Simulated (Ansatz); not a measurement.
Total energies of `CC(C)[CH2][GaH2]`.

Cartesian coordinates in Å:
```
C 1.322 -0.375 -0.884
C 0.710 0.069 0.437
C 0.120 -1.115 1.188
C -0.326 1.170 0.230
Ga -1.924 0.741 -0.854
H 2.104 -1.123 -0.729
H 0.562 -0.825 -1.533
H 1.765 0.468 -1.420
H 1.522 0.479 1.054
H -0.679 -1.586 0.605
H -0.302 -0.806 2.149
H 0.876 -1.880 1.385
H 0.134 2.049 -0.241
H -0.701 1.533 1.196
H -3.001 1.870 -1.074
H -2.182 -0.668 -1.509
```

The species carries charge 0 and has multiplicity 1. Correlated methods include outer-core shells of Ga, which these sets cover unevenly. Scalar relativity is left out up to krypton. Geometry: relaxed with PBE0-D4/def2-TZVP. It is one conformer, not always the lowest. Basis def2-TZVPP, Ansatz 0.2.0.

RPA on PBE orbitals: Hartree–Fock energy of these orbitals -2081.09553 Eh, correlation -1.58949 Eh (frozen core).

```json
{"functional": "LDA (SPW92)", "energy without D4 (Eh)": "-2079.37908", "D4 term (kJ/mol)": "–"}
{"functional": "revPBE", "energy without D4 (Eh)": "-2083.74456", "D4 term (kJ/mol)": "-108.1"}
{"functional": "BLYP", "energy without D4 (Eh)": "-2083.90010", "D4 term (kJ/mol)": "-76.0"}
{"functional": "r2SCAN", "energy without D4 (Eh)": "-2083.82664", "D4 term (kJ/mol)": "-8.9"}
{"functional": "B3LYP", "energy without D4 (Eh)": "-2084.00331", "D4 term (kJ/mol)": "-55.5"}
{"functional": "HSE06 (plane-wave form)", "energy without D4 (Eh)": "-2083.47497", "D4 term (kJ/mol)": "-27.4"}
{"functional": "BHLYP", "energy without D4 (Eh)": "-2083.80850", "D4 term (kJ/mol)": "-41.4"}
{"functional": "CAM-B3LYP", "energy without D4 (Eh)": "-2083.96228", "D4 term (kJ/mol)": "-29.8"}
{"functional": "LC-ωPBE", "energy without D4 (Eh)": "-2083.60054", "D4 term (kJ/mol)": "–"}
{"functional": "ωB97M-V", "energy without D4 (Eh)": "-2083.73250", "D4 term (kJ/mol)": "–"}
```

Give the same for PBE, B97M-V, PBE0, r2SCANh, r2SCAN0, ωB97X-V, B2PLYP, PBE-QIDH. (An estimate is asked.)

Ansatz gave: 
| functional | energy without D4 (Eh) | D4 term (kJ/mol) |
| --- | --- | --- |
| PBE | -2083.41034 | -34.7 |
| B97M-V | -2083.58264 | – |
| PBE0 | -2083.48635 | -29.4 |
| r2SCANh | -2083.81157 | -9.4 |
| r2SCAN0 | -2083.79055 | -10.3 |
| ωB97X-V | -2083.72335 | – |
| B2PLYP | -2083.41553 | – |
| PBE-QIDH | -2083.13245 | – |

B3LYP takes the VWN-RPA correlation (the form of Gaussian; ORCA's B3LYP/G). HSE06 is the plane-wave form, built on full-range PBE exchange. The double hybrids freeze the cores in their second-order part.

LC-ωPBE has ω = 0.4 bohr⁻¹.
